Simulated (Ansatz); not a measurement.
System: HSe, charge 0, doublet. HSe (SMILES [SeH], doublet).
B3LYP-D3(BJ)/def2-TZVP minimum from Ansatz (an electronic-structure program):
```xyz
2

Se     0.0000     0.0000    -0.0421
H      0.0000     0.0000     1.4328
```
Charge 0, spin multiplicity 2.

Total energies in cc-pVQZ, 7 correlated electrons, 14 frozen orbitals. Open shells are spin-unrestricted; no spin-orbit coupling. Correlated methods leave the cores frozen (noble-gas shells, and filled d and f shells in the p block). No relativity.

| method | program | energy (Eh) | minus CCSDT(Q) (mEh) |
|---|---|---|---|
| HF | Ansatz | -2400.45803 | 172.52 |
| MP2 | Ansatz | -2400.60307 | 27.48 |
| CCSD | Ansatz | -2400.62354 | 7.01 |
| CCSD(T) | Ansatz | -2400.62962 | 0.93 |
| CCSDT(Q) | Ansatz | -2400.63055 | 0.00 |

Rough core times of Ansatz's runs on a shared machine: CCSD(T) under 20 s, CCSDT(Q) 4 min.
